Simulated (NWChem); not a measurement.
Molecule: GaNH$_{4}$O$_{2}$; SMILES [OH][Ga]([NH2])[OH]

```xyz
8

Ga     0.0000     0.0036     0.0128
O     -1.3031    -1.2463    -0.0114
H     -2.1750    -0.8479    -0.1554
O      1.6853    -0.6232    -0.0139
H      1.6740    -1.5907    -0.0837
N     -0.2837     1.8181    -0.0755
H      0.5281     2.3788     0.1651
H     -1.1002     2.1790     0.4068
```
Atoms are numbered in this order, from 1.

Computed with NWChem. All runs use the structure optimised with B3LYP/6-31G* (spherical d). Level M06-2X/def2-SVP: energy and gradient on several grids; changes count from the extra-fine grid, which is no exact limit either.

```
grid     size of the energy change (μHa)  largest change of a gradient component (μHa/bohr)  time, medium = 1 (rough)
-------  -------------------------------  -------------------------------------------------  ------------------------
xcoarse                            10000                                               4000                   about 1
coarse                               700                                                200                   about 1
medium                                40                                                200                   about 1
fine                                < 10                                                 50                   about 1
xfine                               < 10                                               < 30                         2
```
